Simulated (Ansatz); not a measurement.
Which method gave which barrier?

Saddle point of CH₇GaO, singlet (CH₅GaO ([CH3][O][GaH2]) + H₂ → CH₄O ([CH3][OH]) + GaH₃ (still joined by a long Ga–O bond); bonds formed: Ga1–H7, O2–H6; bonds broken: H6–H7; bonds weakened to dative contacts: Ga1–O2), PBE0-D4/def2-TZVP structure:

Ga1  (-0.914, 1.205, -0.046)
O2  (0.685, 0.163, 0.386)
C3  (0.603, -1.242, 0.437)
H4  (-2.124, 0.275, -0.366)
H5  (-0.859, 2.627, 0.579)
H6  (0.653, 0.662, -0.836)
H7  (0.200, 1.195, -1.522)
H8  (1.609, -1.661, 0.520)
H9  (0.022, -1.563, 1.308)
H10  (0.126, -1.661, -0.460)
(Å)

Ansatz 0.2.0; basis: def2-TZVPP, with def2-QZVPP for the basis limit; cores frozen in the correlated methods. Filled d shells of the heavier atoms are correlated. The def2 sets are not built for correlating such inner shells, so the correlated values are less sure here. Extrapolation: Hartree–Fock as exp(−7.88 √X), correlation as X^−2.97. Four methods, as single points on the PBE0-D4 structures, gave these electronic barriers from the start structure: 76.9, 87.0, 98.5, 130.5 kJ/mol.

**Question.** The methods were, in alphabetical order, BHLYP-D4, BLYP-D4, HF, PBE0-D4. Which gave which? (A judgement: the text doesn't fix the answer.)

**Answer.** By the calculation: PBE0-D4 76.9; BLYP-D4 87.0; BHLYP-D4 98.5; HF 130.5 kJ/mol. For comparison, CCSD(T) at an estimated basis limit (MP2 extrapolated from triple and quadruple zeta, plus CCSD(T) − MP2 in triple zeta) gives 92.7 kJ/mol.

No T1 diagnostic of these runs exceeds 0.015.

Labels in which every atom is bracketed show which atoms are joined, not bond orders.

For scale, one of the runs: CCSD(T)/def2-TZVPP, 208 basis functions, launched by `ansatz run in.yaml --threads 4 --pin off --events-out ev --progress --plain --max-ram 9574MiB`. Time: 65 s of wall clock on 4 CPU threads of an Arm Neoverse V2; the host was shared. Peak host memory: 2.8 GiB.
